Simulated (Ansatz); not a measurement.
FH$_{4}$O$_{2}$ScSi (`[OH][Sc]([F])[O][SiH3]`). Total charge 0; spin multiplicity 1. The structure was optimised at the PBE0-D4/def2-TZVP level. It is one conformer, not always the lowest.

```xyz
9

O     0.908   -2.174    1.607
Sc    0.052   -0.531    1.519
F    -0.596    0.269    3.058
O    -0.177    0.363   -0.132
Si   -0.345    1.097   -1.576
H     1.350   -3.017    1.640
H    -0.790    0.121   -2.609
H    -1.355    2.188   -1.497
H     0.952    1.685   -2.011
```

(1) What is the dipole moment at PBE/def2-TZVPP? (An estimate is asked.)

(2) And with r2SCAN, B3LYP, ωB97M-V? (Estimate.)

(3) Give the Mulliken charges with PBE, ωB97M-V, B3LYP in def2-TZVPP. (Estimate.)

## Answers

(1) Computed: 2.12 D, with components (1.02, -1.82, -0.39) D in this frame, pointing from negative to positive charge.

(2) The calculation gave: r2SCAN 2.15 D, B3LYP 2.16 D, ωB97M-V 2.17 D.

(3) Computed: 
```tsv
atom	PBE	ωB97M-V	B3LYP
O1	-0.50	-0.51	-0.55
Sc2	1.09	1.20	1.25
F3	-0.38	-0.42	-0.43
O4	-0.49	-0.57	-0.58
Si5	0.30	0.28	0.37
H6	0.19	0.17	0.19
H7	-0.07	-0.05	-0.09
H8	-0.07	-0.05	-0.08
H9	-0.07	-0.05	-0.09
```

B3LYP here is the variant with VWN-RPA as its local correlation; programs differ in this.
